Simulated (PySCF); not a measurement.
A series of substituents X on one scaffold: vinyl-X. Gas-phase values, no solvent. One relaxed conformer stands for each flexible species; it need not be the lowest. Strings in code marks are SMILES.

Calculation: PBE-D3(BJ)/def2-TZVP // B3LYP-D3(BJ)/def2-TZVP (PySCF 2.14.0). Excitations are Tamm–Dancoff values on a coarser integration grid. The basis has no diffuse functions, so Rydberg states are missing or too high.

```tsv
species	S1 oscillator strength	LUMO (eV)	HOMO (eV)	T1 excitation (TDA) (eV)	brightest of the four lowest singlets (TDA) (eV)
X = bromo	0.000	-1.37	-6.32	4.19	6.07
X = amino	0.006	–	-4.85	4.12	6.93
X = ethynyl (`C#CC=C`)	0.000	-1.94	-6.16	3.44	5.71
X = cyclopropyl (`C=CC1CC1` (C–C–C–C torsion 145°))	0.000	-0.61	-5.77	4.30	6.72
```
